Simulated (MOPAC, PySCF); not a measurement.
CH₅NSi₂, SMILES `C=[SiH]N=[SiH2]` (C–Si–N–Si torsion 32°), neutral singlet in the gas phase. 

Cartesian coordinates (Å):
```xyz
9

C     -1.9939    -0.0140     0.5420
Si    -0.7573    -0.7223    -0.3913
N      0.8797    -0.3827    -0.3236
Si     2.1469     0.5323    -0.1088
H     -1.8241     0.7585     1.2805
H     -3.0137    -0.3690     0.4568
H     -1.0789    -1.7725    -1.3730
H      3.5133    -0.0202    -0.1473
H      2.1280     1.9899     0.1437
```
Charge 0, spin multiplicity 1.

All levels are single points at this geometry (B3LYP-D3(BJ)/def2-TZVP); Pople sets use spherical d functions. Orbital energies aren't observables, and empty levels follow the basis.

```
level                            HOMO (eV)  LUMO (eV)  gap (eV)  dipole (D)  vertical IE, Delta-SCF (eV)
-------------------------------  ---------  ---------  --------  ----------  ---------------------------
B3LYP-D3(BJ)/def2-TZVP in PySCF      -5.49      -2.60      2.89        3.67                         7.51
PBE-D3(BJ)/def2-TZVP in PySCF        -4.87      -3.18      1.68        3.12                         7.60
B3LYP/6-311+G** in PySCF             -5.56      -2.64      2.92        3.67                            –
M06-2X/6-31G* in PySCF               -6.45      -1.30      5.15        3.59                            –
PBE/6-31G* in PySCF                  -4.70      -2.89      1.81        2.57                         7.48
SVWN5/6-31G* in PySCF                -4.83      -3.05      1.78        2.54                         7.72
HF/3-21G in PySCF                    -7.53       1.12      8.66        3.57                            –
HF/6-31G* in PySCF                   -7.37       0.99      8.36        4.50                         5.81
HF/STO-3G in PySCF                   -4.52       6.21     10.73        2.80                            –
AM1 in MOPAC                         -8.10      -0.85      7.26        1.67                            –
PM3 in MOPAC                         -7.53      -0.85      6.68        1.18                            –
PM6 in MOPAC                         -7.26      -1.08      6.18        5.77                            –
PM7 in MOPAC                         -8.75      -1.59      7.16        2.12                            –
```
